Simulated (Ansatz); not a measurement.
Geometry optimisation, Ansatz 0.2.0, RKS revPBE-D4/def2-SVP.

input.yaml

```yaml
crystal:
  periodic: [false, false, false]
  atoms:
    - { symbol: O, position_ang: [-1.3681, 0.6575, -0.4441] }
    - { symbol: C, position_ang: [-0.1466, 0.6352, 0.1182] }
    - { symbol: As, position_ang: [0.9254, -0.6969, -0.8399] }
    - { symbol: H, position_ang: [-1.7927, -0.141, -0.2307] }
    - { symbol: H, position_ang: [-0.2132, 0.3689, 1.1801] }
    - { symbol: H, position_ang: [0.3453, 1.6459, 0.0271] }
    - { symbol: H, position_ang: [0.2388, -1.8885, -0.138] }
    - { symbol: H, position_ang: [2.1032, -0.6383, 0.2716] }
basis:
  gaussian: { orbitals: def2-SVP }
hamiltonian:
  xc: revpbe
  dispersion: d4
relax:
  f_tol: 0.015
  max_steps: 40
output:
  orbitals: {}
```

Run as:

```bash
$ ansatz run input.yaml --threads 1 --pin off --max-ram 2048MiB --backend cpu --events-out ev --progress --plain --runs-dir out
```

**Question.** Where does it end, and by what steps?

**Answer.** The forces met the threshold. The force dipped under the threshold on the way, but the program's further checks kept it going. After 10 steps the energy has fallen by 0.304 eV; H8 moved furthest, 0.14 Å.

```
step  energy less start (eV)  largest force component (eV/Å)  accepted
   0                  0.0000                           2.523       yes
   1                 -0.2441                           0.850       yes
   2                 -0.2956                           0.298       yes
   3                 -0.3004                           0.129       yes
   4                 -0.3022                           0.033       yes
   5                 -0.3022                           0.156       yes
   6                 -0.3032                           0.105       yes
   7                 -0.3038                           0.009       yes
   8                 -0.3039                           0.015       yes
   9                 -0.3039                           0.017        no
  10                 -0.3039                           0.005       yes
```

```xyz
8
Properties=species:S:1:pos:R:3
O -1.445 0.673 -0.435
C -0.151 0.660 0.130
As 1.052 -0.682 -0.821
H -1.867 -0.177 -0.209
H -0.145 0.461 1.226
H 0.293 1.662 -0.036
H 0.272 -1.886 -0.240
H 2.083 -0.769 0.329
```

Whether the end is a true minimum wasn't checked by a vibrational analysis.

Run time: 33 s on 1 thread of Intel(R) Xeon(R) Platinum 8488C (Sapphire Rapids) (shared host), peak memory 0.13 GiB.
